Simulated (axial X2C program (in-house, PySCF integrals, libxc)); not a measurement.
# Which molecule has these constants?

Computed with an in-house all-electron X2C program for linear molecules (integrals from PySCF), spin-free (one-electron X2C) or two-component (2c: spin–orbit coupling with atomic mean-field Coulomb and Gaunt terms, which also bring small scalar terms), in Dyall basis sets with cores contracted in-house; open shells are unrestricted.

A two-component CCSD(T) calculation in a Dyall 3-zeta basis gave Re = 4.735 Å, ωe = 46.6 cm⁻¹, De = 0.12 eV, Ω = 1/2.

Question: Which molecule is it?
A. RbCa
B. NaCa
C. CaH
D. LiCa
E. CsCa

Answer: E. The others have NaCa 3.769 Å and 98.4 cm⁻¹ (Ω = 1/2); LiCa 3.394 Å and 192.8 cm⁻¹ (Ω = 1/2); CaH 2.016 Å and 1286.5 cm⁻¹ (Ω = 1/2); RbCa 4.486 Å and 51.7 cm⁻¹ (Ω = 1/2).

Frozen shells (counts by l): CsCa Cs 4s3p2d, Ca 3s2p, 11 electrons correlated; NaCa Ca 3s2p, Na 2s1p, 3 electrons correlated; LiCa Ca 2s1p, Li 1s, 11 electrons correlated; CaH Ca 2s1p, H none, 11 electrons correlated; RbCa Rb 3s2p1d, Ca 3s2p, 11 electrons correlated. Coupled cluster in natural virtuals with an MP2 remainder. Where the outer core of a metal is frozen, bonds come out longer and ionisation energies lower.

Each entry is the lowest single determinant of a limited PBE0 search at one distance. De goes to single-determinant-based atoms at the same level (for ions the charge split of lowest energy) and is withheld (n/a) where an atom does not fit its ground term or J level. Main or longest-lived isotopes. One determinant is a doubtful description, or other states lie close, for CsCa, NaCa, LiCa, RbCa; these need not be ground states, and all values refer to the states named.
